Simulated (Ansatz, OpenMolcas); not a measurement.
Ansatz → OpenMolcas

Ansatz 0.2.0 runs this on InCl (SMILES [Cl][In]):

molecule.yaml:
```yaml
crystal:
  periodic: [false, false, false]
  atoms:
    - {symbol: Cl, position_ang: [0.000000, -0.000000, -0.013930]}
    - {symbol: In, position_ang: [-0.000000, 0.000000, 2.399590]}
basis:
  gaussian: {orbitals: def2-TZVPPD.json}
output: {orbitals: {seedname: orbitals}}
hamiltonian: {xc: {name: revPBE}}
accuracy: high
```

```bash
$ ansatz run molecule.yaml --threads 1 --pin off --max-ram 3480MiB --events-out events.jsonl --progress --plain --runs-dir runs
```

(Basis files named in the input come from the Basis Set Exchange and aren't shown.)

The shape is that of a PBE0-D4/def2-TZVP optimisation.

It gives a total energy of -650.403148 Eh.

Q: Write the same calculation for OpenMolcas 26.06 as an input file of the program's own, asking for the gradient.

A: This input was run:

test.inp:
```
&gateway
  baslib=$CurrDir
  basisset
  Cl.def2-TZVPPD....
  Cl1 0.000000 0.000000 -0.013930 angstrom
  End of Basis
  basisset
  In.def2-TZVPPD....
  In2 0.000000 0.000000 2.399590 angstrom
  End of Basis

&seward
  gridinput
  Grid=UltraFine
  End of Grid

&scf
  ksdft=revPBE
  thresholds=1e-10 1e-07 1e-07 1e-05
  prorbitals=1 2

&alaska
```

```bash
$ export MOLCAS_MEM=1860
$ pymolcas test.inp > test.log
```

(Basis files named in the input come from the Basis Set Exchange and aren't shown.)

Its energy is -650.403150 Eh, 0.002 mEh from the first.
